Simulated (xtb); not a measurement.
xtb input:

```bash
xtb mol.xyz --gfn 2 --sp --chrg 1 --uhf 0
```
mol.xyz:
```
4

Ta    -0.26277704    -0.04166657     0.23187318
O     -1.12727276    -1.26341427    -0.55130930
Cl    -0.13950968     1.63273643    -1.24231322
Cl     1.79838650    -0.85926738     0.50606217
```

Task: What final total energy does it print?

Result: -14.73137 Eh (GFN2-xTB).
